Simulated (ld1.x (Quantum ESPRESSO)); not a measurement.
## Cu (Z = 29): RRKJ pseudisation with PBEsol, scalar-relativistic reference atom.

ld1.x (Quantum ESPRESSO) 7.5 input, shortened:

```
&input
   title='Cu', zed=29., rel=1, dft='PBESOL', iswitch=3,
   config='[Ar] 3d10 4s0.5 4p0'
 /
 &inputp
   pseudotype=2, tm=.false., lloc=0,
   nlcc=.true., new_core_ps=.true., rcore=0.80
 /
3
4P  2  1   0.00   0.00  3.40  3.40  0.0
3D  3  2  10.00   0.00  1.35  1.35  0.0
4S  1  0   0.50   0.00  2.15  2.15  0.0
 &test
   configts(1)='3d10 4s0.5 4p0'
 /
```

All-electron outer shells of the reference configuration (PBEsol, scalar-relativistic, ld1.x):

```json
{"shell": "3p", "level (eV)": "-76.09", "outermost node (bohr)": "0.26", "outermost maximum (bohr)": "0.62"}
{"shell": "3d", "level (eV)": "-9.14", "outermost node (bohr)": "–", "outermost maximum (bohr)": "0.60"}
{"shell": "4s", "level (eV)": "-8.06", "outermost node (bohr)": "0.89", "outermost maximum (bohr)": "2.19"}
{"shell": "4p", "level (eV)": "-3.33", "outermost node (bohr)": "0.97", "outermost maximum (bohr)": "3.07"}
```

Results:

* Cutoffs needed: 100 Ry and 160 Ry (the cutoffs (Ry, on a coarse ladder) from which the occupation-weighted sum of valence levels, in a spherical-Bessel basis at the reference potential, stays within 10 and 1 mRy of its value at 400 Ry)
* Ghost test: no extra level below or beside the all-electron valence levels (p, d, s, f tested) (spherical-Bessel basis up to 400 Ry, 20 bohr box)
* Largest excitation error: -3454 meV (all-electron minus pseudo) for 3d7 4s0 4p0, out of 7 test configurations

Generation and tests took about 1.4 s on one core of a shared server CPU.
